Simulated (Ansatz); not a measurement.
Relaxation of C₂H₇BSi₂ (12 atoms, charge 0, multiplicity 1), to a largest force component of 0.015 eV/Å in at most 40 steps.

Method: RKS PBE0-D4/def2-SVP (Ansatz 0.2.0).

```xyz
12
Properties=species:S:1:pos:R:3
C 0.155 2.538 1.313
C 0.222 1.381 1.322
Si 0.373 -0.421 1.337
B -0.536 -1.179 -0.114
Si -0.193 -0.699 -1.955
H 0.001 3.651 1.280
H 1.851 -0.774 1.201
H -0.060 -0.930 2.622
H -1.478 -1.938 0.154
H -0.364 0.762 -2.070
H -1.110 -1.397 -2.835
H 1.216 -1.048 -2.220
```

Question: Where does it end, and by what steps?

Answer: The forces met the threshold. The force dipped under the threshold on the way, but the program's further checks kept it going. After 24 steps the energy has fallen by 0.674 eV; H9 moved furthest, 1.26 Å. The start is strongly strained (largest force component 9 eV/Å).

```tsv
step	energy less start (eV)	largest force component (eV/Å)	accepted
0	0.0000	8.969	yes
1	-0.5548	1.024	yes
2	-0.6119	0.519	yes
3	-0.6193	0.157	yes
4	-0.6244	0.072	yes
5	-0.6270	0.075	yes
6	-0.6289	0.030	yes
7	-0.6331	0.034	yes
8	-0.6385	0.206	yes
9	-0.6428	0.166	yes
10	-0.6512	0.197	yes
11	-0.6516	0.467	yes
12	-0.6656	0.053	yes
13	-0.6679	0.059	yes
14	-0.6688	0.161	yes
15	-0.6709	0.056	yes
16	-0.6719	0.005	yes
17	-0.6728	0.037	yes
18	-0.6685	0.180	no
19	-0.6732	0.054	yes
20	-0.6734	0.045	yes
21	-0.6736	0.027	yes
22	-0.6738	0.009	yes
23	-0.6739	0.008	yes
24	-0.6739	0.009	yes
```

```xyz
12
Properties=species:S:1:pos:R:3
C 0.656 2.492 0.964
C 0.495 1.314 1.224
Si 0.232 -0.480 1.530
B -0.284 -1.473 -0.144
Si -0.478 -0.495 -1.893
H 0.799 3.534 0.739
H 1.493 -1.058 2.100
H -0.847 -0.637 2.559
H -0.463 -2.666 -0.046
H -1.462 0.623 -1.718
H -0.912 -1.333 -3.053
H 0.849 0.122 -2.226
```

Whether the end is a true minimum wasn't checked by a vibrational analysis.

The run took 43 s on 2 threads of Intel(R) Xeon(R) 6975P-C (Granite Rapids) (shared host), peak memory 0.27 GiB.
